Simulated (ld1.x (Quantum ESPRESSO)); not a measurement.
## What one change does to a pseudopotential (boron (B), PAW)

```
Element                 : boron (B)
Generator               : ld1.x (Quantum ESPRESSO) 7.5
Type                    : PAW
Functional              : LDA (PZ)
Relativity              : scalar-relativistic
Frozen core             : [He]
Valence charge          : 3
Reference configuration : 2s1.75 2p1.25
Partial waves           : 2s (bound): rcut 1.00, rcutus 1.30 bohr; 2s channel at 2.7 Ry: rcut 1.00, rcutus 1.30 bohr; 2p (bound): rcut 2.45, rcutus 3.15 bohr; 2p channel at 0.25 Ry: rcut 2.45, rcutus 3.15 bohr; 3d channel at 0.2 Ry: rcut 1.80, rcutus 2.55 bohr; 3d channel at 0.85 Ry: rcut 1.80, rcutus 2.55 bohr
Local potential         : all-electron potential smoothed inside 2.25 bohr (lloc = -1)
Core correction         : Bessel-smoothed model core inside 0.65 bohr
Augmentation charge     : PSQ, inside the norm-conserving radii
```

All-electron outer shells of the reference configuration (LDA (PZ), scalar-relativistic, ld1.x):

```tsv
shell	level (eV)	outermost node (bohr)	outermost maximum (bohr)
1s	-178.93	–	0.21
2s	-9.51	0.46	1.52
2p	-3.84	–	1.55
```

Change: reference 2s2 2p0.

Cutoffs: the cutoffs (Ry, on a coarse ladder) from which the occupation-weighted sum of valence levels, in a spherical-Bessel basis at the reference potential, stays within 10 and 1 mRy of its value at 400 Ry; they do not see the model core or the augmentation charge, which bear on the density cutoff. Errors are all-electron minus pseudo energies relative to the spin-unpolarised reference configuration.

**Question.** What does the change do?

**Answer.** The potential gets neither clearly harder nor softer (15 Ry and 21 Ry → 15 Ry and 21 Ry); the range in which the d phases agree widens (upper end 3.3 → at the end of the scan); neither file shows a bound ghost.

```csv
quantity,base,changed
"cutoff, loose",15 Ry,15 Ry
"cutoff, tight",21 Ry,21 Ry
bound ghosts,none,none
"largest error over its own tests, meV",-5.3,+5.2
s: phases at 3.39 bohr within 0.05 rad from the reference energy up to (Ry; the scan ends near 5),to the end of the scan,to the end of the scan
p: phases at 3.39 bohr within 0.05 rad from the reference energy up to (Ry; the scan ends near 5),1.0,0.9
d: phases at 3.39 bohr within 0.05 rad from the reference energy up to (Ry; the scan ends near 5),3.3,to the end of the scan
lowest overlap eigenvalue by channel,"s 0.66, p 0.50, d 0.95","s 0.67, p 0.79, d 0.95"
```
